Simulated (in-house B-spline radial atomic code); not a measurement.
Configurations of Cr+, with energies counted from [Ar] 3d5. All numbers are computed (scalar-relativistic (X2C) r2SCAN0, spin-polarised, spherical fractional occupations, exact exchange averaged over the configuration; Fermi nucleus of rms radius 3.6452 fm) with a radial B-spline atomic code at the basis-set limit, not measured. Shells without spins written out take the highest spin.

Occupations are held fixed; configurations that lie above the ionisation limit could autoionise.

```json
{"configuration": "[Ar] 3d4 4p1", "E - E(ref) (eV)": "6.4296", "highest orbital": "4p up", "its <r> (bohr)": "3.575"}
{"configuration": "[Ne] 3s2 3p5 3d6", "E - E(ref) (eV)": "43.583", "highest orbital": "3d down", "its <r> (bohr)": "1.604"}
{"configuration": "[Ne] 3s2 3p5 3d5 4p1", "E - E(ref) (eV)": "44.787", "highest orbital": "4p up", "its <r> (bohr)": "3.535"}
{"configuration": "[Ne] 3s2 3p5 3d5 4d1", "E - E(ref) (eV)": "49.709", "highest orbital": "4d up", "its <r> (bohr)": "5.737"}
```

**Question.** Order these further configurations by energy, lowest first.
A. [Ar] 3d4 4s1
B. [Ne] 3s2 3p5 3d5 4f1
C. [Ne] 3s2 3p5 3d5 4s1
D. [Ar] 3d4 4f1

**Answer.** A (1.7498 eV), D (13.524 eV), C (40.008 eV), B (51.995 eV).
